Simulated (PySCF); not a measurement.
1-ethynyl-1-methylcyclopropane (C₆H₈), SMILES C#CC1(C)CC1.

Geometry optimised at ωB97X-D3(BJ)/def2-SVP.

Computed with PBE/def2-TZVP run with PySCF.

The molecule is in vacuum.

Computed frontier levels, gap, dipole moment and polarisability:
The highest occupied level is -5.97 eV. The lowest empty level is 0.11 eV and the orbital gap is 6.08 eV. The dipole moment is 0.190 e·Å, the quadrupole, principal values (traceless, Buckingham form, about the centre of nuclear charge) is -2.67, -2.06, 4.74 D·Å and the mean static polarisability comes out as 69.8 bohr³ (10.34 Å³). The polarisability, principal values comes out as 57.1, 62.9, 89.4 bohr³.
